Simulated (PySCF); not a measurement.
# Electron correlation in F (fluorine, neutral)

[He] 2s2 2p5, 2P determinant. All numbers are calculated (PySCF 2.14, no relativity, point nucleus, in def2-SVP (3s2p1d, 14 functions)). Frozen: 1s2; 7 electrons correlated.

MP2 pair energies summed by pair of shells (mhartree):

```csv
pair,energy,share (%)
2p-2p,-89.84,64.9
2s-2p,-41.29,29.8
2s-2s,-7.26,5.2
```

Total MP2 correlation energy: -138.38 mhartree.

Same-spin part -35.42 and opposite-spin part -102.96 mhartree; SCS-MP2 scales them by 1/3 and 6/5 to -135.36 mhartree.

| level | correlation energy (mhartree) |
| --- | --- |
| CCSD | -149.75 |
| (T) | -0.92 |
| CCSD(T) | -150.67 |

Diagnostics: T1 = 0.0034, D1 = 0.0055, largest double amplitude 0.047.

Cost of the coupled-cluster step: 0.13 s of wall time on 1 thread of Neoverse-N1 (shared host), for 7 correlated electrons.
